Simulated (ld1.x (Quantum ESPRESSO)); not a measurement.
Pseudopotential generation for Mo: TM, LDA (PZ), scalar-relativistic.

```
Element                 : Mo
Generator               : ld1.x (Quantum ESPRESSO) 7.5
Type                    : norm-conserving Troullier–Martins (Kleinman–Bylander form)
Functional              : LDA (PZ)
Relativity              : scalar-relativistic
Frozen core             : [Ar] 3d10
Valence charge          : 14
Reference configuration : 4s2 4p6 4d5 5s0 5p1
Partial waves           : 4p (bound): rc 1.55 bohr; 4d (bound): rc 2.35 bohr; 4s (bound): rc 1.50 bohr
Local potential         : the s channel
Core correction         : none
```

Occupied shells without a wave of their own: 5p. They enter only through the test configuration that unscreens the potential.

Results:

```
Cutoffs needed           : 70 Ry and 100 Ry (the cutoffs (Ry, on a coarse ladder) from which the occupation-weighted sum of valence levels, in a spherical-Bessel basis at the reference potential, stays within 10 and 1 mRy of its value at 400 Ry)
Ghost test               : no extra level below or beside the all-electron valence levels (p, d, s, f tested) (spherical-Bessel basis up to 400 Ry, 20 bohr box)
Largest excitation error : +825 meV (all-electron minus pseudo) for 4s2 4p6 4d4 5s2 5p0, out of 7 test configurations
```

Generation and tests took about 3.6 s on one core of a shared server CPU.
